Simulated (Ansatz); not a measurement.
Na₂S₂⁻. Total charge -1; doublet. Geometry r2SCAN-D4/def2-TZVPD; atoms count from 1.

```
atom   x (Å)   y (Å)   z (Å)
 Na1   0.292   0.750   1.256
 Na2  -0.418  -0.587  -1.305
  S3   1.699   0.893  -0.937
  S4  -1.572  -1.057   0.987
```

Another isomer (doublet) lies 0.12 eV lower at PBE0-D4/def2-TZVPD.

Problem. Estimate the Mulliken populations from the PBE0/def2-TZVPD orbitals of Ansatz.

Solution. 
```
atom  charge (e)  spin (α − β)
 Na1        0.61         -0.06
 Na2        0.61         -0.06
  S3       -1.11          0.56
  S4       -1.11          0.55
```
Mulliken values and Mayer orders depend strongly on the basis. With diffuse functions, as here, like atoms can get unlike values, and bond orders can come out too low or too high.

Problem. Where does the spin sit?

Solution. Summed by element: Na -0.11, S 1.11, of 1 unpaired in all. Largest on single atoms: S3 0.56, S4 0.55, Na1 -0.06.

Problem. And the Mayer bond orders between bonded heavy atoms (over 0.3)?

Solution. Na1–S3 0.34 (2.61 Å); Na1–S4 0.34 (2.61 Å); Na2–S3 0.34 (2.61 Å); Na2–S4 0.34 (2.61 Å). Values over 0.3 also appear between atoms too far apart for a bond (S3–S4 0.36 at 4.27 Å); they arise where an orbital or an unpaired electron spreads over both atoms.
